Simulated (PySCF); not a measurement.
Species: (H2Ga-mu-PH2)2.
Z-matrix (Å and degrees, PBE0-D3(BJ)/def2-SVP geometry), rows numbered from 1:
```
Ga
H   1  1.5662
H   1  1.5658  2  126.07
P   1  2.4453  2  109.64  3   135.46
Ga  4  2.4461  1   96.50  2   108.03
H   5  1.5660  4  109.80  1  -108.59
H   5  1.5662  4  109.67  1   109.08
P   5  2.4450  4   83.51  1     0.36
H   4  1.4157  1  115.32  2  -129.69
H   4  1.4163  1  114.95  2   -14.00
H   8  1.4166  1  115.45  2   130.13
H   8  1.4166  1  115.57  2    13.93
```

Computed with PBE0-D3(BJ)/def2-SVP geometry optimisation, gas phase in PySCF 2.14.0.

Masses are those of the commonest isotopes; rigid-rotor values at the optimised geometry. The values belong to one conformer.

Q: Give the principal moments of inertia and the rotational constants in cm⁻¹.

A: Ia = 202.89, Ib = 497.45, Ic = 675.13 u·Å²; 505379 MHz·u·Å²/I gives 2491, 1016 and 748.6 MHz, that is A = 0.08309, B = 0.03389, C = 0.02497 cm⁻¹.

Q: Classify the top.

A: An asymmetric top; Ray's κ = -0.693.

Q: What does the inertial defect say?

A: Not planar: Δ = Ic − Ia − Ib = -25.20 u·Å². For a rigid frame Δ = −2 Σ m c², so Σ m c² = 12.60 u·Å² lies off the ab plane, practically all of it from hydrogen. The atom farthest from that plane is 1.41 Å away.

Q: Give the coordinates in the principal-axis frame, origin at the centre of mass.

A: The sense of each axis is arbitrary; atoms in the order of the calculation.
```json
{"atom": "Ga1", "mass (u)": "68.926", "a (Å)": "1.825", "b (Å)": "-0.001", "c (Å)": "-0.002"}
{"atom": "H2", "mass (u)": "1.008", "a (Å)": "2.521", "b (Å)": "-0.004", "c (Å)": "-1.405"}
{"atom": "H3", "mass (u)": "1.008", "a (Å)": "2.548", "b (Å)": "-0.008", "c (Å)": "1.386"}
{"atom": "P4", "mass (u)": "30.974", "a (Å)": "0.001", "b (Å)": "1.629", "c (Å)": "0.006"}
{"atom": "Ga5", "mass (u)": "68.926", "a (Å)": "-1.825", "b (Å)": "0.001", "c (Å)": "-0.002"}
{"atom": "H6", "mass (u)": "1.008", "a (Å)": "-2.533", "b (Å)": "0.005", "c (Å)": "-1.399"}
{"atom": "H7", "mass (u)": "1.008", "a (Å)": "-2.539", "b (Å)": "0.003", "c (Å)": "1.391"}
{"atom": "P8", "mass (u)": "30.974", "a (Å)": "-0.002", "b (Å)": "-1.629", "c (Å)": "0.005"}
{"atom": "H9", "mass (u)": "1.008", "a (Å)": "0.005", "b (Å)": "2.536", "c (Å)": "1.092"}
{"atom": "H10", "mass (u)": "1.008", "a (Å)": "0.009", "b (Å)": "2.540", "c (Å)": "-1.079"}
{"atom": "H11", "mass (u)": "1.008", "a (Å)": "-0.009", "b (Å)": "-2.530", "c (Å)": "1.098"}
{"atom": "H12", "mass (u)": "1.008", "a (Å)": "-0.006", "b (Å)": "-2.548", "c (Å)": "-1.073"}
```

Q: List the rotational levels J(Ka,Kc) to J = 5 (K).

A: Above 0(0,0), as E/k:
J = 1: 1(0,1) 0.085, 1(1,1) 0.155, 1(1,0) 0.168
J = 2: 2(0,2) 0.252, 2(1,2) 0.312, 2(1,1) 0.351, 2(2,1) 0.563, 2(2,0) 0.564
J = 3: 3(0,3) 0.500, 3(1,3) 0.546, 3(1,2) 0.623, 3(2,2) 0.817, 3(2,1) 0.825, 3(3,1) 1.204, 3(3,0) 1.204
J = 4: 4(0,4) 0.824, 4(1,4) 0.856, 4(1,3) 0.984, 4(2,3) 1.154, 4(2,2) 1.177, 4(3,2) 1.545, 4(3,1) 1.546, 4(4,1) 2.083, 4(4,0) 2.083
J = 5: 5(0,5) 1.221, 5(1,5) 1.242, 5(1,4) 1.431, 5(2,4) 1.574, 5(2,3) 1.623, 5(3,3) 1.973, 5(3,2) 1.977, 5(4,2) 2.510, 5(4,1) 2.510, 5(5,1) 3.202, 5(5,0) 3.202

The point group D2h allows no dipole (computed: 0.02 D), so a rigid rotor has no electric-dipole lines.

Q: Estimate the classical rotational partition function at 10 K, 25 K and 200 K.

A: Point group D2h, symmetry number σ = 4; q = (√π/σ)·√((kT/h)³/(ABC)), k/h = 20836.6 MHz/K: 968 at 10 K, 3830 at 25 K, 86600 at 200 K.

No PBE0-D3(BJ)/def2-SVP frequencies stand behind this structure, so it isn't proved a minimum. Constants of a rigid frame at the computed geometry: no zero-point averaging, no centrifugal distortion. Quadrupole hyperfine structure (69Ga) is left out.
